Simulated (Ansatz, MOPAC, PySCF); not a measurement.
Species: P2H3, net charge 0, doublet state. SMILES: [PH]P
Geometry from a B3LYP-D3(BJ)/def2-TZVP (Ansatz, a first-principles code) optimisation:
```
P
H 1 1.4160
H 1 1.4187 2 95.53
P 1 2.1895 2 97.11 3 100.93
H 4 1.4237 1 92.01 2 -157.85
```
Charge 0, spin multiplicity 2.

Unscaled harmonic wavenumbers (cm⁻¹) in rising order, each level at the stationary point that it reaches from this structure (no distance between atoms moves by over 0.3 Å); the order of modes can differ between levels, and a negative number is imaginary. B3LYP-D3(BJ)/def2-TZVP (PySCF, at the structure above): 304, 427, 619, 622, 900, 1096, 2357, 2370, 2403.

PM3 (MOPAC): 364, 390, 486, 553, 728, 939, 1569, 1617, 1665. Zero-point energy 11.9 against 15.9 kcal/mol; where all levels lie over 400 cm⁻¹, the wavenumbers are on average 0.768 times those of B3LYP-D3(BJ)/def2-TZVP.

HF/3-21G (Ansatz): 213, 367, 677, 733, 952, 1239, 2340, 2392, 2419. Zero-point energy 16.2 against 15.9 kcal/mol; where all levels lie over 400 cm⁻¹, the wavenumbers are on average 1.067 times those of B3LYP-D3(BJ)/def2-TZVP.

HF/6-31G* (Ansatz): 273, 484, 703, 756, 1008, 1237, 2572, 2591, 2615. Zero-point energy 17.5 against 15.9 kcal/mol; where all levels lie over 400 cm⁻¹, the wavenumbers are on average 1.125 times those of B3LYP-D3(BJ)/def2-TZVP.

B3LYP/6-31G* (Ansatz): 300, 428, 635, 639, 916, 1125, 2367, 2387, 2428. Zero-point energy 16.0 against 15.9 kcal/mol; where all levels lie over 400 cm⁻¹, the wavenumbers are on average 1.017 times those of B3LYP-D3(BJ)/def2-TZVP.
